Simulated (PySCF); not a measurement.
**1-Iodopentane GAA (SMILES CCCCCI): coupling constants with relativity**

Geometry:
| atom | x (Å) | y (Å) | z (Å) |
| --- | --- | --- | --- |
| C1 | 2.671 | 0.137 | -0.335 |
| C2 | 1.396 | -0.312 | 0.360 |
| C3 | 0.132 | 0.056 | -0.406 |
| C4 | -1.143 | -0.416 | 0.276 |
| C5 | -2.424 | -0.081 | -0.454 |
| I6 | -2.852 | 2.044 | -0.526 |
| H7 | 2.779 | -0.343 | -1.322 |
| H8 | 3.565 | -0.113 | 0.255 |
| H9 | 2.674 | 1.227 | -0.499 |
| H10 | 1.347 | 0.134 | 1.369 |
| H11 | 1.423 | -1.405 | 0.517 |
| H12 | 0.089 | 1.151 | -0.538 |
| H13 | 0.180 | -0.370 | -1.425 |
| H14 | -1.117 | -1.518 | 0.373 |
| H15 | -1.189 | -0.023 | 1.306 |
| H16 | -3.306 | -0.516 | 0.030 |
| H17 | -2.401 | -0.394 | -1.507 |

Method: indirect couplings at PBE/pcJ-1 (dyall-v2z on I), gas phase, Gaussian nuclear model, structure from PBE0-D3(BJ)/def2-SVP; PySCF integrals, density fitting.

Non-relativistic values:
```csv
coupling,atoms,J (Hz)
"1J(127I,13C)",I6 – C5,-61.4
"2J(127I,13C)",I6 – C4,2.6
"2J(127I,1H)",I6 – H16/H17,20.1
"3J(127I,13C)",I6 – C3,3.1
"3J(127I,1H)",I6 – H14/H15,13.2
"4J(127I,1H)",I6 – H12/H13,-0.8
"5J(127I,1H)",I6 – H10/H11,0.6
```

Q: What do two-component X2C with spin–orbit coupling give?

A: 
```csv
coupling,atoms,with spin–orbit (Hz)
"1J(127I,13C)",I6 – C5,-61.1
"2J(127I,13C)",I6 – C4,-0.4
"2J(127I,1H)",I6 – H16/H17,22.3
"3J(127I,13C)",I6 – C3,2.4
"3J(127I,1H)",I6 – H14/H15,15.0
"4J(127I,1H)",I6 – H12/H13,-0.7
"5J(127I,1H)",I6 – H10/H11,0.7
```

The largest listed coupling, 1J(127I,13C), ends at 1.00 times its non-relativistic value. Equivalent partners are averaged, as under fast rotation. In the static structure 3J(127I,1H) spreads over 19.3, 10.7 Hz. Couplings to strongly quadrupolar nuclei (127I) are seldom resolved in solution.
